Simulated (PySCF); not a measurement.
**How methods differ on the ionisation energy of Ho²⁺**

Ho²⁺ [Xe] 4f11 (high-spin determinant) → Ho³⁺ [Xe] 4f10 (high-spin determinant), as a difference of total energies. Computed with PySCF 2.14 in x2c-TZVPPall with one added diffuse shell each of s, p, d, f type (12s8p8d5f2g, 129 functions), with scalar relativity by spin-free X2C-1e. Correlated levels: valence: [Kr] 4d10 frozen; valence and next inner shell: [Ar] 3d10 frozen. The calculations carry no spin-orbit coupling.

| method | ionisation energy (eV) | plus first-order spin-orbit estimate | difference from reference of that sum (eV) |
| --- | --- | --- | --- |
| UHF | 18.486 | 18.434 | -4.356 |
| LDA | 24.792 | 24.741 | +1.951 |
| PBE | 24.309 | 24.258 | +1.468 |
| PBE0 | 23.168 | 23.116 | +0.326 |
| r2SCAN | 23.401 | 23.350 | +0.560 |
| MP2 (valence) | 23.291 | 23.239 | +0.449 |
| SCS-MP2 (valence) | 22.817 | 22.765 | -0.025 |
| MP2 (valence and next inner shell) | 23.787 | 23.735 | +0.945 |
| SCS-MP2 (valence and next inner shell) | 23.144 | 23.092 | +0.302 |

Reference: 22.79 ± 0.03 eV (semi-empirical (NIST evaluation); NIST Atomic Spectra Database, ionization energies).

A first-order spin-orbit estimate (lowest level to lowest level, LS coupling) adds -0.051 eV.

Errors of the correlated levels include the incompleteness of this basis and the frozen core.

The determinant of Ho³⁺ and of Ho²⁺ mixes LS terms, which raises its energy above the lowest term, most at the Hartree-Fock and MP2 levels.
